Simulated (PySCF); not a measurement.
Simulated C 1s region for `[GeH3][O][SiH2]c1ccccc1`, binding energy against the vacuum level.

Every computed line was given a Gaussian of 0.8 eV full width at half maximum and an area set by the number of equivalent atoms; the highest printed point is 100. Method used: delta-SCF UKS SCAN, pcX-2 on the ionised atom, pcseg-1 elsewhere, spin-free X2C in PySCF.

(binding energy (eV), intensity): (288.6, 0), (288.7, 0), (288.8, 1), (288.9, 1), (289.0, 2), (289.1, 4), (289.2, 7), (289.3, 12), (289.4, 19), (289.5, 27), (289.6, 38), (289.7, 51), (289.8, 66), (289.9, 80), (290.0, 92), (290.1, 100), (290.2, 100), (290.3, 93), (290.4, 80), (290.5, 64), (290.6, 47), (290.7, 31), (290.8, 19), (290.9, 11), (291.0, 6), (291.1, 3), (291.2, 1), (291.3, 0), (291.4, 0)

Q: Count the maxima, the lines and the sites behind this envelope.

A: The curve has 1 maximum (at 290.2 eV). Under it lie 4 lines from 4 inequivalent carbon sites. At this width some lines have no maximum of their own.

Q: Decompose the envelope and assign each component. Numbering: `[GeH3:1][O:2][SiH2:3][c:4]1[cH:5][cH:6][cH:7][cH:8][cH:9]1`.

A: 
| position (eV) | relative area | line | atoms | environment |
| --- | --- | --- | --- | --- |
| 289.71 | 1 | C 1s | C4 | substituted aromatic carbon |
| 290.17 | 2 | C 1s | C5/C9 | aromatic CH carbon |
| 290.21 | 1 | C 1s | C7 | aromatic CH carbon |
| 290.21 | 2 | C 1s | C6/C8 | aromatic CH carbon |

The listed C 1s values span 0.50 eV, from C4 (bonded to 2 C (aromatic in the SMILES) and Si) to C6/C8 (bonded to 2 C (aromatic in the SMILES) and H). Summing the Pauling electronegativity differences to the bonded atoms, each weighted by its formal bond order, gives -0.65 for the lowest site and -0.35 for the highest; no listed site has a larger sum than the highest. The values 290.17, 290.21 and 290.21 eV lie too close for their order to be trusted.

Shake-up satellites, vibrational structure and lifetime widths aren't simulated. One atom of each set of topologically equivalent atoms was ionised and stands for the set; in this conformer not all members are related by symmetry, and their own values weren't computed. Geometry: PBE0-D3(BJ)/def2-SVP, one conformer, isolated molecule.

The values belong to the conformer `[GeH3:1][O:2][SiH2:3][c:4]1[cH:5][cH:6][cH:7][cH:8][cH:9]1`: Ge1–O2–Si3–C4 -2°, O2–Si3–C4–C5 0°.
